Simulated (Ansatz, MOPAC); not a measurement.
# A ladder of methods for AsF3 (arsenic trifluoride)

AsF3, singlet, SMILES `F[As](F)F`. Each level relaxes the structure for itself.

Quantity: the highest harmonic wavenumber at each level's own minimum, in cm⁻¹. The values are calculated.

```json
{"level": "AM1", "kind": "semi-empirical", "program": "MOPAC", "value (cm⁻¹)": "864"}
{"level": "PM3", "kind": "semi-empirical", "program": "MOPAC", "value (cm⁻¹)": "764"}
{"level": "HF/STO-3G", "kind": "Hartree–Fock", "program": "Ansatz", "value (cm⁻¹)": "787"}
{"level": "HF/3-21G", "kind": "Hartree–Fock", "program": "Ansatz", "value (cm⁻¹)": "863"}
{"level": "HF/6-31G* (Cartesian functions)", "kind": "Hartree–Fock", "program": "Ansatz", "value (cm⁻¹)": "811"}
{"level": "HF/cc-pVTZ", "kind": "Hartree–Fock", "program": "Ansatz", "value (cm⁻¹)": "820"}
{"level": "PBE/def2-SVP", "kind": "GGA", "program": "Ansatz", "value (cm⁻¹)": "700"}
{"level": "PBE0-D4/def2-TZVP", "kind": "global hybrid", "program": "Ansatz", "value (cm⁻¹)": "745"}
{"level": "B3LYP/6-31G* (Cartesian functions)", "kind": "global hybrid", "program": "Ansatz", "value (cm⁻¹)": "728"}
{"level": "MP2/6-31G* (Cartesian functions)", "kind": "perturbation theory", "program": "Ansatz", "value (cm⁻¹)": "757"}
```

All-electron rows without a relativistic Hamiltonian named are non-relativistic. Harmonic and unscaled. The values span 700 to 864 cm⁻¹. In the correlated wave-function rows the outer d shell of As is correlated, in sets not made for it.
